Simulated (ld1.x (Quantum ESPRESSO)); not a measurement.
**xenon (Xe), TM semilocal: configuration errors across variants**

```
Element                 : xenon (Xe)
Generator               : ld1.x (Quantum ESPRESSO) 7.5
Type                    : norm-conserving Troullier–Martins (semilocal form)
Functional              : PBE
Relativity              : scalar-relativistic
Frozen core             : [Kr] 4d10
Valence charge          : 8
Reference configuration : 5s2 5p6
Partial waves           : 5s (bound): rc 1.35 bohr; 5p (bound): rc 2.00 bohr; 5d channel at -0.1 Ry: rc 1.60 bohr
Local potential         : the d channel
Core correction         : a·sin(br)/r model core inside 0.85 bohr
```

All-electron excitation energies from the reference (eV): (1) 5s2 5p5 12.537; (2) 5s2 5p4 34.288; (3) 5s2 5p3 66.010; (4) 5s2 5p2 108.325; (5) 5s1 5p6 24.683; (6) 5s2 5p5.5 5.171.

A semilocal file is local in each channel, so a ghost entry of none says nothing of the separable form that plane-wave codes build from it.

A true bound ghost makes a file unfit for plane-wave use even where its test errors are small: the radial tests pick states by their node count and pass the ghost by.

Errors AE − PS in meV (a dash: test not solved or not reliable):

| change | (1) | (2) | (3) | (4) | (5) | (6) | bound ghosts |
| --- | --- | --- | --- | --- | --- | --- | --- |
| base | -2.4 | -5.5 | -15 | -43 | -16 | -1.3 | none |
| wave 5d channel at -0.1 Ry: rc 1.60 bohr becomes 5d channel at -0.1 Ry: rc 1.02 bohr | -2.4 | -5.5 | -15 | -43 | -16 | -1.3 | d (extra level of the local part) |
| wave 5d channel at -0.1 Ry: rc 1.60 bohr becomes 5d channel at -0.1 Ry: rc 1.90 bohr | -2.5 | -5.5 | -15 | -43 | -16 | -1.3 | none |
| wave 5d channel at -0.1 Ry: rc 1.60 bohr becomes 5d channel at -0.1 Ry: rc 2.06 bohr | -2.4 | -5.5 | -15 | -43 | -16 | -1.3 | none |
| wave 5d channel at -0.1 Ry: rc 1.60 bohr becomes 5d channel at -0.1 Ry: rc 2.36 bohr | -2.4 | -5.5 | -15 | -43 | -16 | -1.3 | none |

(1) Give the same row for: wave 5d channel at -0.1 Ry: rc 1.60 bohr becomes 5d channel at -0.1 Ry: rc 1.30 bohr.

## Answers

(1) -2.4, -5.5, -15, -44, -16, -1.3; bound ghosts: none.
